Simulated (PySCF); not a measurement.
Input of a run (PBE0-D3(BJ)/def2-SVP geometry optimisation, gas phase (PySCF 2.14.0)), started from GFN2-xTB:
```
{"job": {"xc": "PBE0", "basis": "def2-SVP", "d3": "d3bj", "grid": 1, "shake": 0.01, "kind": "geom"}, "charge": 0, "multiplicity": 1}
C     -1.776430     0.055800    -0.167960
N     -0.407870     0.204440     0.184640
B      0.674600     0.000310    -0.627730
P      2.481440     0.346510     0.057630
H     -2.309580     1.039070    -0.106710
H     -1.876180    -0.270060    -1.199250
H     -2.292710    -0.630800     0.487900
H     -0.270880     0.516770     1.140460
H      0.543090    -0.306270    -1.718470
H      3.030180    -0.828560    -0.375920
H      2.242440    -0.153030     1.349670
```

Output (energies in Eh, forces in Eh/bohr):
```
step   0  E = -462.82760176  max force = 0.035194
step   1  E = -462.83371902  max force = 0.006619
step   2  E = -462.83391379  max force = 0.002554
step   3  E = -462.83395945  max force = 0.002644
step   4  E = -462.83400673  max force = 0.000233
step   5  E = -462.83401016  max force = 0.000200
optimisation converged
```

Question: Summarise the run.

Answer: The energy falls by 0.174 eV over 6 energy and gradient evaluations, the largest force component goes from 0.0352 to 2.0e-04 Eh/bohr, and the atoms move by 0.072 Å rms after alignment. The bond that changes most is B3–H9 (three-coordinate boron to B–H hydrogen), which lengthens by 0.071 Å. Bonds longer at the end by more than 0.005 Å: 7 of 10; shorter: 2. Among the angles that change most is N2–B3–P4, from 119.6° to 123.0°. The energy never rose by more than 1e-6 Eh on the way. The first step brought 95 % of the lowering.

Question: What are the final bond lengths?

Answer: C1–N2 1.443 Å, N2–B3 1.390 Å, B3–P4 1.926 Å, C1–H5 1.103 Å, C1–H6 1.098 Å, C1–H7 1.103 Å, N2–H8 1.015 Å, B3–H9 1.212 Å, P4–H10 1.425 Å, P4–H11 1.429 Å. Numbering counts from 1 in the input's order; the species is `CNBP` (CH7BNP).

The run used 95 basis functions and 37 SCF cycles in all.

No frequency check. The numbers are those of one conformer.

The values belong to the conformer `[CH3:1][NH:2][BH:3][PH2:4]`: C1–N2–B3–P4 174°, H–P4–B3–N2 132°, H–P4–B3–N2 36°.
